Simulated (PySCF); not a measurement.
Al2(mu-OMe)2(H)4, C2H10Al2O2, singlet, GFN2-xTB optimised geometry.

```
16

Al    -0.34    -1.41     0.00
Al    -1.62     0.32     1.71
O     -0.94     0.32     0.00
C     -0.82     1.36    -0.96
H      0.08     1.20    -1.55
H     -1.68     1.37    -1.62
H     -0.75     2.32    -0.45
H      1.21    -1.41     0.00
H     -1.21    -2.32    -0.89
O     -1.01    -1.41     1.71
C     -1.14    -2.45     2.67
H     -2.04    -2.29     3.26
H     -1.21    -3.41     2.16
H     -0.27    -2.46     3.33
H     -0.75     1.23     2.60
H     -3.16     0.32     1.71
```

Density from CAM-B3LYP/def2-TZVP (PySCF) at that geometry.

Minimum of the electron density along straight lines between bonded atoms, close to the bond critical point (lines longer than 1.1 times the sum of covalent radii, or with two minima, are not listed):

```
bond     length / Å  ρ at the minimum / e bohr⁻³  ∇²ρ there / e bohr⁻⁵  position (fraction from the first atom)
-------  ----------  ---------------------------  --------------------  ---------------------------------------
Al1–O3        1.837                        0.075                  0.48                                     0.42
Al2–O3        1.837                        0.075                  0.48                                     0.42
O3–C4         1.418                        0.248                 -0.48                                     0.65
C4–H5         1.092                        0.287                 -1.03                                     0.65
C4–H6         1.091                        0.287                 -1.03                                     0.65
C4–H7         1.092                        0.287                 -1.03                                     0.65
Al1–H8        1.543                        0.089                  0.23                                     0.51
Al1–H9        1.543                        0.089                  0.23                                     0.51
Al1–O10       1.837                        0.075                  0.48                                     0.42
Al2–O10       1.837                        0.075                  0.48                                     0.42
O10–C11       1.418                        0.248                 -0.48                                     0.65
C11–H12       1.092                        0.287                 -1.03                                     0.65
C11–H13       1.092                        0.287                 -1.03                                     0.65
C11–H14       1.091                        0.287                 -1.03                                     0.65
Al2–H15       1.543                        0.089                  0.23                                     0.51
Al2–H16       1.543                        0.089                  0.23                                     0.51
```
